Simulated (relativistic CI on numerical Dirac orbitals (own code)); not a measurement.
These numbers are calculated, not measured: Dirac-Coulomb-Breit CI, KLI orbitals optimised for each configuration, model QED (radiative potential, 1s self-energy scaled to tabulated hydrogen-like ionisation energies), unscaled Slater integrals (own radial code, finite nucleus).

The strongest absorption lines from the ground level of an ion, among the configurations computed and to levels below about 372 eV (vacuum wavelength in Å, gf): 67.149 (0.4), 69.796 (1.3), 70.023 (0.93), 71.606 (2), 72.162 (2.2), 72.934 (0.49), 92.640 (0.96), 97.181 (0.85).

(1) Which ion is it?
A. Gd XXXII
B. Ho XXXV
C. Ce XXVI
D. Gd XXX

Answers

(1) A. Gd XXXII has 33 electrons and the ground level 4s2 4p3 2P°_3/2; the strongest line goes to 4s2 4p2 4d 4P_5/2. The pattern of lines fixes the number of electrons, and along that sequence the line energies rise steadily with the charge (about as its square where n changes within one kind of shell, about linearly where n is kept but much faster in heavy ions where fine structure, which grows about as Z⁴, sets the gap, and irregularly where shells cross), which fixes Z. Configurations outside the model, such as inner-shell arrays, can give stronger lines. At this charge energies of transitions that change n are usually good to better than 1 %, and those within a shell (Δn = 0) to a few per cent.

LS names give the leading component of a level, which can be under half, so a name can repeat, a term be missing and a line seem to break the LS rules.
